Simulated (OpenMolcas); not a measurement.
An OpenMolcas run meant for Pt6+ (ANO-RCC-VDZP, X2C; inactive shells 1s 2s 2p 3s 3p 3d 4s 4p 4d 4f 5s 5p; intended active space 4 electrons in 5 orbitals (5d)). One step of its input:

```
&CASPT2
Multistate=5 1 2 3 4 5
Frozen=14 16
IPEA=0.25
Imaginary=3.0
MaxIter=60
WThr=0.0 0.3 0.05
PrWF=0.5
NoMix
```

The run finished. Its levels beside those of a sound run (MS-CASPT2, IPEA 0.25 Eh, imaginary shift 0.1 Eh (closed shells correlated: 5s 5p)), in cm⁻¹ above each run's lowest level:

| Level | This run | Usual run |
| --- | --- | --- |
| 5d⁴ ⁵D₁ | 8097 | 8264 |
| 5d⁴ ⁵D₂ | 14346 | 14574 |
| 5d⁴ ⁵D₃ | 18683 | 18891 |
| 5d⁴ ⁵D₄ [52 %] | 20726 | 20848 |
| 5d⁴ ³H₄ [51 %] | 31067 | 31203 |
| 5d⁴ ³G₃ [61 %] | 35801 | 35789 |
| 5d⁴ ³F₂(1) [59 %] | 36743 | 36547 |
| 5d⁴ ³P₁(1) [70 %] | 38619 | 38389 |
| 5d⁴ ³H₅ [74 %] | 38588 | 38707 |
| 5d⁴ ³H₆ [69 %] | 41896 | 42032 |
| 5d⁴ ³G₄ [66 %] | 45076 | 45119 |
| 5d⁴ ³G₅ [74 %] | 56680 | 56747 |
| 5d⁴ ³D₁ | 57894 | 57761 |
| 5d⁴ ¹I₆ [69 %] | 59446 | 59568 |

Which setting is unsound, and how much does it matter here?

The level shift is far above the usual 0.1 to 0.3 hartree and damps the second-order energy. Against the sound run the excited levels shown move by 130 cm-1 on average and by 230 cm-1 at most.

CASPT2 breaks the degeneracy within a term, and the mean is taken; among the terms shown or strongly mixed into the levels shown the widest spread is 810 cm-1 (5d⁴ ¹I, the sound run). The CASPT2 spread within a term exceeds the gap to the next term for 5d⁴ ³D and 5d⁴ ¹I, 5d⁴ ¹I and 5d⁴ ¹G(1), so the order of their levels is uncertain. The basis is small and was not contracted for so high a charge. Levels of configurations outside the active space are missing.

A share in square brackets marks a mixed level and gives the weight of the term that names it, the lowest over the columns. A number in round brackets counts repeated terms of one configuration in the order of the reference energies.
